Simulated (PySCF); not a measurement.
## Working out the ionisation energy of Ti

Ti [Ar] 3d2 4s2 (3F) → Ti⁺ [Ar] 3d2 4s1 (4F). Calculation: PySCF 2.14, in pcseg-2 (6s4p3d2f1g, 56 functions); the non-relativistic Hamiltonian (point nucleus). Frozen: [Ar]. Energies in hartree (1 hartree = 27.21139 eV):

| part | Ti (lower) | Ti⁺ (upper) |
| --- | --- | --- |
| UHF | -848.396690 | -848.193561 |
| MP2 opposite-spin | -0.026886 | 0.000000 |
| MP2 same-spin | -0.009552 | -0.010020 |

Q: What does Hartree-Fock give?

A: (-848.193561) − (-848.396690) = 0.203129 hartree = 5.527 eV.

Q: What do MP2 and SCS-MP2 (6/5 opposite-spin, 1/3 same-spin) give?

A: The opposite-spin parts differ by 0.732 eV and the same-spin parts by -0.013 eV. MP2: 5.527 + (0.732) + (-0.013) = 6.246 eV. SCS-MP2: 5.527 + 1.2 × (0.732) + (-0.013)/3 = 6.401 eV.

Measured between the centres of the two terms (NIST): 6.828 eV, so MP2 (valence) is off by -0.582 eV.

The calculation is non-relativistic.

What remains against the reference includes basis incompleteness, the frozen core and correlation beyond second order.
